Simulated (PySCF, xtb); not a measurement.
CH3AlF2, SMILES [CH3][Al]([F])[F].

GFN2-xTB (xtb) at its own geometry gives an orbital gap of 4.76 eV and a dipole moment of 3.47 D.

Geometry optimised at B3LYP-D3(BJ)/def2-SVP. The isomer is the one that the SMILES or the coordinates give; other isomers of the formula were not compared.

### Question
What does r2SCAN/def2-TZVPD (PySCF) give? (The exact figures need the calculation; the answer reports its results.)

### Answer
gap 7.12 eV (levels -8.25 and -1.14 eV), dipole 2.35 D.
